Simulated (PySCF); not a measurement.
SMILES C=C[SiH2][SiH2]CC, GFN2-xTB optimised geometry.

```
18

C      2.54    -1.66     0.00
C      1.22    -1.66     0.00
Si     0.14    -0.11     0.00
Si    -0.89     0.13     2.06
C     -2.37     1.32     1.93
C     -1.97     2.69     1.41
H      3.13    -2.56     0.02
H      3.10    -0.74    -0.03
H      0.71    -2.61     0.03
H     -0.82    -0.27    -1.11
H      1.00     1.02    -0.37
H     -1.41    -1.14     2.61
H      0.01     0.66     3.10
H     -3.13     0.89     1.28
H     -2.84     1.44     2.91
H     -2.83     3.36     1.35
H     -1.23     3.15     2.06
H     -1.54     2.61     0.41
```

Density from PySCF 2.14.0 with PBE/def2-SVP at that geometry.

Minimum of the electron density along straight lines between bonded atoms, close to the bond critical point (lines longer than 1.1 times the sum of covalent radii, or with two minima, are not listed):

| bond | length / Å | ρ at the minimum / e bohr⁻³ | ∇²ρ there / e bohr⁻⁵ | position (fraction from the first atom) |
|---|---|---|---|---|
| C1–C2 | 1.323 | 0.340 | -0.89 | 0.50 |
| C2–Si3 | 1.882 | 0.112 | 0.33 | 0.62 |
| Si4–C5 | 1.907 | 0.110 | 0.29 | 0.38 |
| C5–C6 | 1.523 | 0.238 | -0.51 | 0.50 |
| C1–H7 | 1.080 | 0.280 | -1.05 | 0.64 |
| C1–H8 | 1.078 | 0.281 | -1.06 | 0.64 |
| C2–H9 | 1.084 | 0.275 | -1.00 | 0.63 |
| Si3–H10 | 1.474 | 0.113 | 0.30 | 0.49 |
| Si3–H11 | 1.471 | 0.114 | 0.31 | 0.49 |
| Si4–H12 | 1.472 | 0.114 | 0.31 | 0.49 |
| Si4–H13 | 1.472 | 0.114 | 0.31 | 0.49 |
| C5–H14 | 1.092 | 0.269 | -0.94 | 0.62 |
| C5–H15 | 1.091 | 0.270 | -0.94 | 0.63 |
| C6–H16 | 1.089 | 0.273 | -0.98 | 0.63 |
| C6–H17 | 1.088 | 0.274 | -0.99 | 0.63 |
| C6–H18 | 1.089 | 0.273 | -0.98 | 0.63 |
